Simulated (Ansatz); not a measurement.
C2H5ClOSi, SMILES C=CO[SiH2]Cl. Atoms are numbered in the order given.

```xyz
10

C      0.6413    -3.0454     0.0000
C     -0.2189    -2.0267     0.0000
O      0.1857    -0.7257     0.0000
Si    -0.7694     0.6409     0.0000
Cl     0.5179     2.2470     0.0000
H      1.7194    -2.8709     0.0000
H      0.2681    -4.0701     0.0000
H     -1.3049    -2.1943     0.0000
H     -1.6058     0.6889     1.2259
H     -1.6058     0.6889    -1.2259
```

Coordinates come from a B3LYP-D3(BJ)/def2-SVP optimisation. The structure was generated by enumeration, and PubChem lists no compound with its InChIKey, so it may never have been made. Other conformers were not sampled.

Two levels are set side by side: PBE-D3(BJ)/def2-SVP (Ansatz, an electronic-structure program) and B3LYP-D3(BJ)/def2-SVP (Ansatz). Each level has its own optimised geometry; the coordinates shown are those of the second. Differences are taken from unrounded values.

```
quantity              B3LYP-D3(BJ)
--------------------  ------------
mean bond length (Å)         1.408
bond C1–C2 (Å)               1.333
bond C2–O3 (Å)               1.363
bond O3–Si4 (Å)              1.667
bond Si4–Cl5 (Å)             2.058
bond C1–H6 (Å)               1.092
bond C1–H7 (Å)               1.091
bond C2–H8 (Å)               1.099
bond Si4–H9 (Å)              1.485
bond Si4–H10 (Å)             1.485
```

### Question
What does PBE-D3(BJ) give, and how far is it from B3LYP-D3(BJ)? (Estimate from the structure and the level; the computed values follow.)

### Answer

| quantity | PBE-D3(BJ) | PBE-D3(BJ) minus B3LYP-D3(BJ) |
|---|---|---|
| mean bond length (Å) | 1.418 | 0.010 |
| bond C1–C2 (Å) | 1.343 | 0.009 |
| bond C2–O3 (Å) | 1.368 | 0.005 |
| bond O3–Si4 (Å) | 1.684 | 0.017 |
| bond Si4–Cl5 (Å) | 2.061 | 0.003 |
| bond C1–H6 (Å) | 1.100 | 0.008 |
| bond C1–H7 (Å) | 1.098 | 0.007 |
| bond C2–H8 (Å) | 1.108 | 0.009 |
| bond Si4–H9 (Å) | 1.499 | 0.014 |
| bond Si4–H10 (Å) | 1.499 | 0.014 |

Exact exchange shortens and stiffens bonds; PBE has none. Differences between two approximate levels are no errors against the true value.
